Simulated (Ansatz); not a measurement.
Single points on Au₃S⁺.

```yaml
crystal:
  periodic: [false, false, false]
  atoms:
    - {symbol: Au, position_ang: [0.938388, 1.734736, 0.202895]}
    - {symbol: Au, position_ang: [-0.431225, -0.619785, -1.834348]}
    - {symbol: Au, position_ang: [-1.173607, -0.595565, 1.480272]}
    - {symbol: S, position_ang: [0.666444, -0.519376, 0.151172]}
basis:
  gaussian: {orbitals: def2-SVP, initial_orbitals: start.molden}
total_charge: 1
hamiltonian: {xc: pbe, dispersion: d4}
scf: {omitted_lower_state_checks: [starts]}
output: {orbitals: {seedname: orbitals}}
```

The file start.molden holds the orbitals of an earlier run on this structure, at another level or in another basis.

```sh
$ ansatz run in.yaml --threads 4 --pin off --events-out ev --progress --plain --max-ram 3916MiB
```

Output, abridged:

```
Functional definition: PBE
1165 factors; their error is unknown
mean field evaluation 1: about -21905.1174 eV, gradient 1.2e1 eV
mean field evaluation 2: about -21905.4214 eV, gradient 3.1e-1 eV
mean field evaluation 4: about -21905.3943 eV, gradient 7.2e-2 eV
mean field -21905.39429582 eV, -805.0083923620 hartree, gradient 1.6e-5 eV, S^2 0.000000; 0 other end points of the search recorded, 0 dependent functions left out
reference -21905.39434611 eV, -805.0083942098 hartree; 36, 36 occupied and 78, 78 virtual orbitals, 1165 factors
Total energy: -21905.63212826 eV, -805.0171325428 hartree
Checks for a lower state left out: starts
```

It took 1 s on 4 threads of Arm Neoverse V2 on a shared host.

First input, but with `gaussian: {orbitals: def2-TZVP, initial_orbitals: start.molden}`, `output: {forces: true, orbitals: {seedname: orbitals}}` (abridged; 1.9 s):

```
Functional definition: PBE
mean field -21909.97582226 eV, -805.1767603531 hartree, gradient 1.7e-5 eV, S^2 0.000000
Total energy: -21910.21365653 eV, -805.1855006012 hartree
Atom 0 force    -0.043381    -0.261736    -0.010108 eV/Å
Atom 1 force     0.120835     0.021620     0.235171 eV/Å
Atom 2 force     0.209359     0.016826    -0.161400 eV/Å
Atom 3 force    -0.286813     0.223290    -0.063663 eV/Å
Dipole moment:    -0.207683     0.162012    -0.047544 e Å
Checks for a lower state left out: starts
```

The first input with `gaussian: {orbitals: def2-TZVP, initial_orbitals: start.molden}`, `hamiltonian: {xc: {text: "exchange = 0.95*pbe_x + 0.05*exact_x\ncorrelation = pbe_c"}}` (abridged; 2 s):

```
Functional definition: unnamed
mean field -21909.32546062 eV, -805.1528600037 hartree, gradient 1.9e-5 eV, S^2 0.000000
Total energy: -21909.32551053 eV, -805.1528618379 hartree
Checks for a lower state left out: starts
```

As the first input, with `gaussian: {orbitals: def2-TZVP, initial_orbitals: start.molden}`, `hamiltonian: {xc: {name: LC-wPBE}}` (abridged; 2 s):

```
Functional definition: LC-wPBE
mean field -21908.89937996 eV, -805.1372018280 hartree, gradient 2.5e-5 eV, S^2 0.000000
Total energy: -21908.89937997 eV, -805.1372018283 hartree
Checks for a lower state left out: starts
```

First input, but with `gaussian: {orbitals: def2-TZVP, initial_orbitals: start.molden}`, `hamiltonian: {xc: pbe0, dispersion: d4}` (abridged; 2 s):

```
Functional definition: PBE0
mean field -21906.91573468 eV, -805.0643042087 hartree, gradient 5.0e-5 eV, S^2 0.000000
Total energy: -21907.11823673 eV, -805.0717460219 hartree
Checks for a lower state left out: starts
```

First input, but with `gaussian: {orbitals: def2-TZVP, initial_orbitals: start.molden}`, `hamiltonian: {xc: {text: "exchange = 0.90*pbe_x + 0.10*exact_x\ncorrelation = pbe_c"}}` (abridged; 2 s):

```
Functional definition: unnamed
mean field -21908.69498897 eV, -805.1296905978 hartree, gradient 1.8e-5 eV, S^2 0.000000
Total energy: -21908.69503664 eV, -805.1296923495 hartree
Checks for a lower state left out: starts
```

First input, but with `gaussian: {orbitals: def2-TZVP, initial_orbitals: start.molden}`, `hamiltonian: {xc: pbe}`, `correlation: {method: rpa}` and without the key `output` (abridged; 3.5 s):

```
Functional definition: PBE
mean field -21909.97579612 eV, -805.1767593926 hartree, gradient 1.6e-6 eV, S^2 0.000000
5 core orbitals not correlated: weight in the atoms' cores, before any rotation towards them, 1.000 or more for the frozen orbitals, at most 0.000 for the correlated occupied ones
Total energy: -21865.06015854 eV, -803.5261401564 hartree
Checks for a lower state left out: starts
```

Geometry: r2SCAN-D4/def2-SVP.

In the def2 sets Au takes a core potential; there is no spin–orbit coupling. LC-ωPBE has ω = 0.4 bohr⁻¹. Correlated methods freeze 5 core orbitals; core or outer-core shells of Au are correlated, in sets that lack core-valence functions. The structure comes from a short search, and lower isomers may exist.
